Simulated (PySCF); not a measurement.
NICS in one family of compounds.

NICS is the negative of the GIAO shielding at a point without a nucleus: at the ring centre (0) and 1 Å above and below it (1); zz is the component along the ring normal. Level: GIAO PBE0/pcSseg-1 (PySCF, non-relativistic, gas phase) on the GFN2-xTB geometries, one conformer each. Atom numbers follow the mapped SMILES.

Question: Order these rings by mean NICS(1)zz, lowest (most negative) first (ppm).
A. ring C3–C4–C5–C6–S7 in `[O:1]=[C:2]([c:3]1[cH:4][cH:5][cH:6][s:7]1)[C:8]([F:9])([F:10])[F:11]`
B. ring C4–C5–C6–C7–S8 in `[SiH3:1][N:2]([SiH3:3])[c:4]1[cH:5][cH:6][cH:7][s:8]1`
C. ring C4–C5–C6–C7–S8 in `[CH2:1]=[CH:2][CH2:3][c:4]1[cH:5][cH:6][cH:7][s:8]1`
D. ring C3–C4–C5–C6–S7 in `[N:1]#[C:2][c:3]1[cH:4][cH:5][cH:6][s:7]1`

Answer: D (-27.1), C (-26.0), A (-24.8), B (-23.3).

```
                SMILES                                               ring  NICS(0)  NICS(1)  NICS(1)zz  HOMA  rms pucker (Å)  ring atoms with four or more neighbours
            N#Cc1cccs1  5-membered ring with S; formal bonds all aromatic    -13.4    -11.7      -27.1  0.84            0.00                                        0
           C=CCc1cccs1  5-membered ring with S; formal bonds all aromatic    -12.3    -11.0      -26.0  0.77            0.00                                        0
  O=C(c1cccs1)C(F)(F)F  5-membered ring with S; formal bonds all aromatic    -11.7    -11.0      -24.8  0.89            0.00                                        0
[SiH3]N([SiH3])c1cccs1  5-membered ring with S; formal bonds all aromatic    -12.5    -10.3      -23.3  0.75            0.00                                        0
```

NICS(0) gives another order. The isotropic NICS(1) ties some rings at the printed digit and otherwise keeps the order. Over the 4 rings with a HOMA value its correlation coefficient with NICS(1)zz is -0.33. HOMA uses Krygowski's 1993 parameters. NICS(1) and NICS(1)zz are means over the two faces.
